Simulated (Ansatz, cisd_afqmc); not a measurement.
Species: GeO, charge 0, singlet. GeO (SMILES [O]=[Ge]).
B3LYP-D3(BJ)/def2-TZVP minimum from Ansatz (an electronic-structure program):
```
Ge
O 1 1.6325
```
Charge 0, spin multiplicity 1.

Total energies in cc-pVTZ, 10 correlated electrons, 15 frozen orbitals. Open shells are spin-unrestricted; no spin-orbit coupling. Cores are frozen in correlated methods (noble-gas shells, and filled d and f shells in the p block). No relativity. AFQMC/CISD: phaseless, guided by CISD from CCSD amplitudes; bars are statistical, one sigma. Outlying blocks are dropped, and bars are widened where a walk drifts. Over all cases where full CI ran beside it in this data, AFQMC minus full CI had a median of +0.1 mEh and passed +0.4 mEh in a tenth of the cases. The T1 diagnostic of GeO ([O]=[Ge], singlet) reaches 0.038 in the sets run.

| method | program | energy (Eh) | minus CCSDT(Q) (mEh) |
|---|---|---|---|
| HF | Ansatz | -2150.28672 | 360.71 |
| MP2 | Ansatz | -2150.63200 | 15.43 |
| CCSD | Ansatz | -2150.62529 | 22.15 |
| CCSD(T) | Ansatz | -2150.64516 | 2.27 |
| CCSDT(Q) | Ansatz | -2150.64743 | 0.00 |
| AFQMC/CISD | cisd_afqmc | -2150.6460 ± 0.0004 | 1.4 ± 0.4 |

Rough core times of Ansatz's runs on a shared machine: CCSD(T) under 20 s, CCSDT(Q) 60 s.
